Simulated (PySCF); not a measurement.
C₃, neutral, multiplicity 1. Atoms are numbered in the order given.

```xyz
3

C      0.0000     0.0000    -1.3013
C      0.0000     0.0000     0.0000
C      0.0000     0.0000     1.3013
```

Coordinates come from a PBE-D3(BJ)/def2-TZVP optimisation. The isomer is the one that the SMILES or the coordinates give; other isomers of the formula were not compared.

Computed with SMD-B3LYP/6-31G* run with PySCF.

Solvation free energies are E(SMD) − E(gas) at the gas-phase geometry, for 1 M in both phases. In vacuum the dipole moment is 0.00 D.

```csv
solvent,ΔG(solv) (kcal/mol),its non-electrostatic (CDS) part,dipole (D)
water,3.6,6.2,0.00
acetone,1.0,3.5,0.00
dichloromethane,(withheld),(withheld),(withheld)
```

Question: Some entries are withheld; supply them. (Estimate from the structure and the level; the computed values follow.)

Answer: 
- dichloromethane, ΔG(solv) (kcal/mol): 0.2
- dichloromethane, its non-electrostatic (CDS) part: 2.4
- dichloromethane, dipole (D): 0.00
